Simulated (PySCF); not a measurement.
C₂H₄BNO₂, SMILES OB1C=NCO1. Atoms are numbered in the order given.

```xyz
10

O     -0.1152    -2.1285     0.0000
B     -0.0650    -0.7788     0.0000
C     -1.2323     0.2796     0.0000
N     -0.7226     1.4613     0.0000
C      0.7145     1.3382     0.0000
O      1.0887    -0.0385     0.0000
H      0.7603    -2.5385     0.0000
H     -2.3237     0.1646     0.0000
H      1.1326     1.8338    -0.8937
H      1.1326     1.8338     0.8937
```
Charge 0, spin multiplicity 1.

Coordinates come from a B3LYP-D3(BJ)/def2-SVP optimisation. This is a generated structure with no PubChem entry under its InChIKey; it may be hypothetical. The values are those of a single conformer.

The numbers are results of PBE/def2-TZVP (PySCF), not measurements.

Symmetry labels are those of the subgroup Cs that the program uses (full group Cs).

Computed valence orbital energies around the gap with their symmetry:
```
orbital  symmetry  energy (eV)
-------  --------  -----------
HOMO−7         A"       -12.13
HOMO−6         A'       -10.03
HOMO−5         A"        -9.25
HOMO−4         A'        -9.23
HOMO−3         A'        -8.39
HOMO−2         A"        -7.99
HOMO−1         A"        -7.36
HOMO           A'        -6.25
LUMO           A"        -2.20
LUMO+1         A'        -0.06
LUMO+2         A'         0.77
LUMO+3         A"         1.44
```
